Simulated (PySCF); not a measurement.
Te(H)(NH2) (H3NTe), SMILES N[TeH]. The structure is a stationary point at B3LYP-D3(BJ)/def2-TZVP. The def2 effective core potentials stand for the cores of Te; spin–orbit coupling is left out.

**Question.** Give the equilibrium geometry at B3LYP-D3(BJ)/def2-TZVP (PySCF confirms it by a frequency run) as bond lengths and angles, and its point group. (An estimate is asked for; the answer gives what the named calculation found.)

**Answer.** point group Cs.
Atoms: Te1 H2 N3 H4 H5. Bonded distances (Å): Te1–H2 1.679, Te1–N3 2.040, N3–H4 1.012, N3–H5 1.012. Bond angles (°): H2–Te1–N3 99.7, Te1–N3–H4 111.1, Te1–N3–H5 111.1, H4–N3–H5 109.1.
